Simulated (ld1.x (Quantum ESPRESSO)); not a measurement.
Building the TM potential for praseodymium (Pr) (PBE, scalar-relativistic).

Input for ld1.x (Quantum ESPRESSO) 7.5:

```
&input
   title='Pr', zed=59., rel=1, dft='PBE', iswitch=3,
   config='[Xe] 4f3 5d0 6s1 6p0',
   nld=4, rlderiv=3.90, eminld=-3.0, emaxld=5.0, deld=0.02
 /
 &inputp
   pseudotype=2, tm=.true., lloc=0,
   nlcc=.false.,
   file_pseudopw='Pr.UPF', file_wfcaegen='ae.wfc', file_wfcncgen='nc.wfc', file_beta='beta', file_chi='chi'
 /
4
6P  2  1   0.00   0.00  3.55  3.55  0.0
5D  3  2   0.00   0.00  3.40  3.40  0.0
4F  4  3   3.00   0.00  1.70  1.70  0.0
6S  1  0   1.00   0.00  3.60  3.60  0.0
 &test
   configts(1)='4f3 5d0 6s1 6p0'
 /
```

Command:

```bash
ld1.x < Pr.in > Pr.out
```

Output (shortened: banner, matrices, multipoles, cross overlaps and the repeated all-electron block are left out):

```
Program LD1 v.7.5
     --------------------------- All-electron run ----------------------------

     Pr
     scalar relativistic calculation

     atomic number is 59.00
     dft =PBE   lsd =0 sic =0 latt =0  beta=0.20 tr2=1.0E-14
     Exchange-correlation= PBE
                           (   1   4   3   4   0   0   0)
     mesh =1255 r(mesh) =  99.23220 a.u. xmin = -7.00 dx = 0.01250
     1 Ry =  13.60569312 eV, c = 137.03599908

     n l     nl                  e(Ry)          e(Ha)          e(eV)
     1 0     1S 1( 2.00)     -3073.9627     -1536.9813    -41823.3930
     2 0     2S 1( 2.00)      -494.8787      -247.4394     -6733.1678
     2 1     2P 1( 6.00)      -442.8266      -221.4133     -6024.9633
     3 0     3S 1( 2.00)      -107.0966       -53.5483     -1457.1238
     3 1     3P 1( 6.00)       -90.6129       -45.3065     -1232.8514
     4 0     4S 1( 2.00)       -21.6267       -10.8134      -294.2467
     4 1     4P 1( 6.00)       -16.2430        -8.1215      -220.9977
     3 2     3D 1(10.00)       -67.4819       -33.7410      -918.1386
     5 0     5S 1( 2.00)        -3.2989        -1.6495       -44.8839
     5 1     5P 1( 6.00)        -2.0079        -1.0039       -27.3184
     4 2     4D 1(10.00)        -8.5463        -4.2731      -116.2778
     4 3     4F 1( 3.00)        -0.5166        -0.2583        -7.0293
     5 2     5D 1( 0.00)        -0.5398        -0.2699        -7.3439
     6 0     6S 1( 1.00)        -0.5939        -0.2970        -8.0810
     6 1     6P 1( 0.00)        -0.3821        -0.1910        -5.1983

     final scf error:  1.0E-15 reached in  30 iterations

     Etot =  -18474.247966 Ry,   -9237.123983 Ha, -251354.948498 eV

     Ekin =   19622.193095 Ry,    9811.096548 Ha,  266973.537651 eV
     Encl =  -44797.223416 Ry,  -22398.611708 Ha, -609497.274555 eV
     Eh   =    7132.036834 Ry,    3566.018417 Ha,   97036.304499 eV
     Exc  =    -431.254479 Ry,    -215.627239 Ha,   -5867.516093 eV

     normalization and overlap integrals

     s(1S/1S) =  1.000000  <r> =   0.0241  <r2> =    0.0008  r(max) =   0.0153
     s(2S/2S) =  1.000000  <r> =   0.1031  <r2> =    0.0125  r(max) =   0.0872
     s(2P/2P) =  1.000000  <r> =   0.0905  <r2> =    0.0100  r(max) =   0.0705
     s(3S/3S) =  1.000000  <r> =   0.2723  <r2> =    0.0847  r(max) =   0.2491
     s(3P/3P) =  1.000000  <r> =   0.2704  <r2> =    0.0848  r(max) =   0.2429
     s(4S/4S) =  1.000000  <r> =   0.6225  <r2> =    0.4372  r(max) =   0.5755
     s(4P/4P) =  1.000000  <r> =   0.6595  <r2> =    0.4945  r(max) =   0.6050
     s(3D/3D) =  1.000000  <r> =   0.2475  <r2> =    0.0722  r(max) =   0.2014
     s(5S/5S) =  1.000000  <r> =   1.5074  <r2> =    2.5550  r(max) =   1.3464
     s(5P/5P) =  1.000000  <r> =   1.7621  <r2> =    3.5235  r(max) =   1.5257
     s(4D/4D) =  1.000000  <r> =   0.7274  <r2> =    0.6141  r(max) =   0.6360
     s(4F/4F) =  1.000000  <r> =   1.1747  <r2> =    1.9371  r(max) =   0.6942
     s(5D/5D) =  1.000000  <r> =   2.9022  <r2> =   10.0067  r(max) =   2.1923
     s(6S/6S) =  1.000000  <r> =   4.0806  <r2> =   18.6846  r(max) =   3.6145
     s(6P/6P) =  1.000000  <r> =   5.1533  <r2> =   29.7944  r(max) =   4.5266

     ------------------------ End of All-electron run ------------------------

     --------------------- Generating NC pseudopotential ---------------------

      Generating local pot.: lloc=0, matching radius rcloc =   3.6000

      Wfc   6P  rcut= 3.570  Using Troullier-Martins method

      Wfc   5D  rcut= 3.396  Using Troullier-Martins method

      Wfc   4F  rcut= 1.686  Using Troullier-Martins method

     ------------------- End of pseudopotential generation -------------------

     Computing logarithmic derivative in   3.92055
     Computing logarithmic derivative in   3.92055
     Computing the partial wave expansion
       no projector for channel:   0
     R is outside the sphere for l=    1 j= 0.00
     R is outside the sphere for l=    2 j= 0.00
     R is outside the sphere for l=    3 j= 0.00

     ---------------------- Testing the pseudopotential ----------------------

     Pr
     scalar relativistic calculation

     atomic number is 59.00   valence charge is  5.00
     dft =PBE   lsd =0 sic =0 latt =0  beta=0.20 tr2=1.0E-14
     mesh =1255 r(mesh) =  99.23220 xmin = -7.00 dx = 0.01250

     n l     nl             e AE (Ry)        e PS (Ry)    De AE-PS (Ry)
     4 3     4F   1( 3.00)       -0.51664       -0.51664       -0.00000
     3 2     5D   1( 0.00)       -0.53977       -0.53977        0.00000
     1 0     6S   1( 1.00)       -0.59394       -0.59394        0.00000
     2 1     6P   1( 0.00)       -0.38207       -0.38207       -0.00000

     eps = 4.1E-15  iter = 28

     Etot =  -18474.247966 Ry,   -9237.123983 Ha, -251354.948498 eV
     Etotps =   -10.011223 Ry,      -5.005612 Ha,    -136.209635 eV

     Ekin =      51.639650 Ry,      25.819825 Ha,     702.593236 eV
     Encl =     -12.020863 Ry,      -6.010431 Ha,    -163.552166 eV
     Ehrt =       8.729928 Ry,       4.364964 Ha,     118.776717 eV
     Ecxc =      -3.079293 Ry,      -1.539647 Ha,     -41.895917 eV
     Epseu=     -55.280646 Ry,     -27.640323 Ha,    -752.131505 eV

     ---------------------- End of pseudopotential test ----------------------
```

Generation and configuration tests took about 4.9 s on one core of a shared server CPU.
